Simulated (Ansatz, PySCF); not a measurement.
Gas-phase reaction (SMILES): CCB(N)N [diaminoboranylethane] + Cl (HCl) -> NB(N)Cl + CC (C2H6) [ethane]; hydrogen chloride cleaves one B-C bond, a model of a ligand-exchange step.

Geometries: B3LYP-D3(BJ)/def2-TZVP minima from Ansatz (an electronic-structure program), one conformer each, not searched for the lowest. Correlated levels leave the core frozen unless marked. No spin-orbit coupling. Non-relativistic. Basis-set limits of correlation are two-point, X^-3; Hartree-Fock from the larger set. [CCSD(T)-MP2]/basis is that difference in the basis named. Thermal terms are rigid-rotor harmonic-oscillator values from B3LYP-D3(BJ) frequencies (Ansatz or PySCF) at 298.15 K and 1 atm. 1 Eh = 627.5095 kcal/mol.

| species | E, RI-MP2/CBS(cc-pV(T+d)Z,cc-pV(Q+d)Z)+[CCSD(T)-MP2]/cc-pV(T+d)Z (Ansatz) (Eh) | E, wB97X-V/def2-TZVPD (Ansatz) (Eh) | H - E (Eh) |
|---|---|---|---|
| CCB(N)N | -215.82281 | -216.10471 | 0.13139 |
| Cl (HCl) | -460.37804 | -460.74931 | 0.01000 |
| NB(N)Cl | -596.51834 | -597.06102 | 0.06511 |
| CC (C2H6) | -79.71807 | -79.82947 | 0.07887 |

Q: Work out ΔE and ΔH at 298.15 K at the first level, then ΔH at the second.

A: 
1. ΔE = [(-596.51834) + (-79.71807)] - [(-215.82281) + (-460.37804)] = -0.03556 Eh = -22.3 kcal/mol at RI-MP2/CBS(cc-pV(T+d)Z,cc-pV(Q+d)Z)+[CCSD(T)-MP2]/cc-pV(T+d)Z.
2. The terms H - E add up to 0.00259 Eh, so ΔH = (-0.03556 + (0.00259))×627.5095 = -20.7 kcal/mol.
3. At wB97X-V/def2-TZVPD the same steps give ΔE = -22.9 and ΔH = -21.3 kcal/mol, a shift of -0.6 from the first level.
4. These values are not checked against measurement here, since the tables used lack a sound gas-phase enthalpy of formation for at least one species.
